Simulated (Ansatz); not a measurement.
Ansatz (a first-principles code) job for SbF₅, SMILES [F][Sb]([F])([F])([F])[F], B3LYP-D3(BJ)/def2-SVP. 

Ansatz 0.2 input:
```yaml
crystal:
  periodic: [false, false, false]
  atoms:
    - {symbol: Sb, position_ang: [0.00000000, 0.00000000, 0.00411963]}
    - {symbol: F, position_ang: [-0.00000002, 1.89347556, 0.02569356]}
    - {symbol: F, position_ang: [0.00000001, -1.89347556, 0.02569357]}
    - {symbol: F, position_ang: [1.67773414, 0.00000002, 0.91019321]}
    - {symbol: F, position_ang: [-0.00000000, -0.00000001, -1.89511811]}
    - {symbol: F, position_ang: [-1.67773414, -0.00000002, 0.91019321]}
basis:
  gaussian:
    orbitals: def2-SVP
hamiltonian:
  xc: b3lyp
  dispersion: d3bj
relax: {f_tol: 0.002, max_steps: 200}
```

It prints:

```
WARN ansatz: RAYON_NUM_THREADS=1 ignored (pool sized by the plan → 1); use --threads N
Functional definition: B3LYP
integrals: 0.05 GiB planned
1043 factors; integrals over basis functions are off by at most 1.4e-4 eV
mean field: 0.44 GiB planned
mean field evaluation 1: about -20105.4119 eV, gradient 7.0e1 eV
mean field evaluation 2: about -20089.6021 eV, gradient 1.2e2 eV
mean field evaluation 4: about -20113.7069 eV, gradient 3.4e0 eV
mean field evaluation 8: about -20113.7887 eV, gradient 8.0e-2 eV
mean field evaluation 16: about -20113.7887 eV, gradient 1.1e-5 eV
mean field -20113.78867456 eV, -739.1681001743 hartree, gradient 1.1e-5 eV, S^2 0.000000; 0 other end points of the search recorded, 0 dependent functions left out
the calculation of the forces begins
reference -20113.78886825 eV, -739.1681072924 hartree; 34, 34 occupied and 62, 62 virtual orbitals, 1043 factors
relax step   1: F+E_penalty+E_count = -20113.98088598 eV  Δ(F+E_penalty+E_count) = +0.000e0 eV  max|allowed force component| = 2.960e-1 eV/Å  Δτ_max = 0.0000 Å  (28 SCF iters, accepted)
these checks for a lower state are left out or cut short: starts, cluster_reference, orbital_swaps, neighbouring_geometries, increment
integrals: 0.05 GiB planned
1043 factors; integrals over basis functions are off by at most 1.4e-4 eV
mean field: 0.44 GiB planned
mean field -20113.79628568 eV, -739.1683798778 hartree, gradient 6.7e-6 eV, S^2 0.000000; 0 other end points of the search recorded, 0 dependent functions left out
the calculation of the forces begins
reference -20113.79647927 eV, -739.1683869924 hartree; 34, 34 occupied and 62, 62 virtual orbitals, 1043 factors
relax step   2: F+E_penalty+E_count = -20113.98862998 eV  Δ(F+E_penalty+E_count) = -7.744e-3 eV  max|allowed force component| = 3.214e-2 eV/Å  Δτ_max = 0.0140 Å  (33 SCF iters, accepted)
these checks for a lower state are left out or cut short: starts, cluster_reference, orbital_swaps, neighbouring_geometries, increment
integrals: 0.05 GiB planned
1043 factors; integrals over basis functions are off by at most 1.4e-4 eV
mean field: 0.44 GiB planned
mean field -20113.79663198 eV, -739.1683926043 hartree, gradient 1.0e-5 eV, S^2 0.000000; 0 other end points of the search recorded, 0 dependent functions left out
the calculation of the forces begins
reference -20113.79682561 eV, -739.1683997199 hartree; 34, 34 occupied and 62, 62 virtual orbitals, 1043 factors
relax step   3: F+E_penalty+E_count = -20113.98898394 eV  Δ(F+E_penalty+E_count) = -3.540e-4 eV  max|allowed force component| = 1.431e-2 eV/Å  Δτ_max = 0.0066 Å  (27 SCF iters, accepted)
these checks for a lower state are left out or cut short: starts, cluster_reference, orbital_swaps, neighbouring_geometries, increment
integrals: 0.05 GiB planned
1043 factors; integrals over basis functions are off by at most 1.4e-4 eV
mean field: 0.44 GiB planned
mean field evaluation 32: about -20113.7257 eV, gradient 1.3e0 eV
mean field -20113.79735791 eV, -739.1684192816 hartree, gradient 6.0e-6 eV, S^2 0.000000; 0 other end points of the search recorded, 0 dependent functions left out
the calculation of the forces begins
reference -20113.79755179 eV, -739.1684264067 hartree; 34, 34 occupied and 62, 62 virtual orbitals, 1043 factors
relax step   4: F+E_penalty+E_count = -20113.98970612 eV  Δ(F+E_penalty+E_count) = -7.222e-4 eV  max|allowed force component| = 3.017e-3 eV/Å  Δτ_max = 0.0277 Å  (32 SCF iters, accepted)
these checks for a lower state are left out or cut short: starts, cluster_reference, orbital_swaps, neighbouring_geometries, increment
integrals: 0.05 GiB planned
1043 factors; integrals over basis functions are off by at most 1.4e-4 eV
mean field: 0.44 GiB planned
mean field -20113.79739704 eV, -739.1684207197 hartree, gradient 1.2e-5 eV, S^2 0.000000; 0 other end points of the search recorded, 0 dependent functions left out
the calculation of the forces begins
reference -20113.79759102 eV, -739.1684278482 hartree; 34, 34 occupied and 62, 62 virtual orbitals, 1043 factors
relax step   5: F+E_penalty+E_count = -20113.98973038 eV  Δ(F+E_penalty+E_count) = -2.426e-5 eV  max|allowed force component| = 7.070e-3 eV/Å  Δτ_max = 0.0096 Å  (32 SCF iters, accepted)
these checks for a lower state are left out or cut short: starts, cluster_reference, orbital_swaps, neighbouring_geometries, increment
integrals: 0.05 GiB planned
1043 factors; integrals over basis functions are off by at most 1.4e-4 eV
mean field: 0.44 GiB planned
mean field -20113.79738478 eV, -739.1684202692 hartree, gradient 8.5e-6 eV, S^2 0.000000; 0 other end points of the search recorded, 0 dependent functions left out
the calculation of the forces begins
reference -20113.79757875 eV, -739.1684273973 hartree; 34, 34 occupied and 62, 62 virtual orbitals, 1043 factors
relax step   6: F+E_penalty+E_count = -20113.98973754 eV  Δ(F+E_penalty+E_count) = -7.163e-6 eV  max|allowed force component| = 3.391e-3 eV/Å  Δτ_max = 0.0022 Å  (25 SCF iters, accepted)
these checks for a lower state are left out or cut short: starts, cluster_reference, orbital_swaps, neighbouring_geometries, increment
integrals: 0.05 GiB planned
1043 factors; integrals over basis functions are off by at most 1.4e-4 eV
mean field: 0.44 GiB planned
mean field -20113.79739216 eV, -739.1684205402 hartree, gradient 3.0e-5 eV, S^2 0.000000; 0 other end points of the search recorded, 0 dependent functions left out
the calculation of the forces begins
reference -20113.79758611 eV, -739.1684276679 hartree; 34, 34 occupied and 62, 62 virtual orbitals, 1043 factors
relax step   7: F+E_penalty+E_count = -20113.98973895 eV  Δ(F+E_penalty+E_count) = -1.409e-6 eV  max|allowed force component| = 8.208e-4 eV/Å  Δτ_max = 0.0004 Å  (21 SCF iters, accepted)
integrals: 0.05 GiB planned
1043 factors; integrals over basis functions are off by at most 1.4e-4 eV
mean field: 0.44 GiB planned
mean field evaluation 64: about -20113.7289 eV, gradient 1.1e0 eV
mean field -20113.79739216 eV, -739.1684205402 hartree, gradient 3.0e-5 eV, S^2 0.000000; 1 other end points of the search recorded, 0 dependent functions left out
the calculation of the forces begins
reference -20113.79758611 eV, -739.1684276679 hartree; 34, 34 occupied and 62, 62 virtual orbitals, 1043 factors
Total energy: -20113.98993291 eV, -739.1754962824 hartree
Atom 0 at     0.000000    -0.000000    -0.003337 Å, force     0.000000     0.000000    -0.000821 eV/Å
Atom 1 at    -0.000000     1.904309    -0.003812 Å, force    -0.000000     0.000009     0.000203 eV/Å
Atom 2 at     0.000000    -1.904309    -0.003812 Å, force     0.000000    -0.000009     0.000203 eV/Å
Atom 3 at     1.640102     0.000000     0.944767 Å, force    -0.000006    -0.000000     0.000111 eV/Å
Atom 4 at     0.000000    -0.000000    -1.897797 Å, force    -0.000000    -0.000000     0.000193 eV/Å
Atom 5 at    -1.640102    -0.000000     0.944767 Å, force     0.000006     0.000000     0.000111 eV/Å
Dipole moment:     0.000000    -0.000000    -0.000329 e Å
```

The calculation finished and met its thresholds.

Cost: very roughly 30 core-seconds.
